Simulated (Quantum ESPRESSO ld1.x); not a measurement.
Q: All-electron atom: Sn II in [Kr] 4d9 5p4 (not the ground configuration). Calculated with ld1.x of Quantum ESPRESSO 7.5: Dirac Kohn-Sham, PBE, spin-unpolarised, spherical densities, point nucleus; open shells are shared between the two j in proportion to 2j + 1.

Spin-orbit splittings of the eigenvalues, e(l+1/2) - e(l-1/2), with zeta = 2 splitting/(2l+1) and mean radii in bohr:

shell  occ.  splitting (eV)  zeta (eV)  <r> j=l-1/2  <r> j=l+1/2
2p        6           230.6      153.8       0.1058       0.1112
3p        6           42.13      28.09       0.3298       0.3410
3d       10           8.697      3.479       0.3124       0.3160
4p        6           7.698      5.132       0.8590       0.8874
4d        9           1.109     0.4438        1.053        1.065
5p        4               ?          ?        2.580        2.671

Estimate the 5p splitting.

A: 0.7429 eV (zeta = 0.4953 eV).
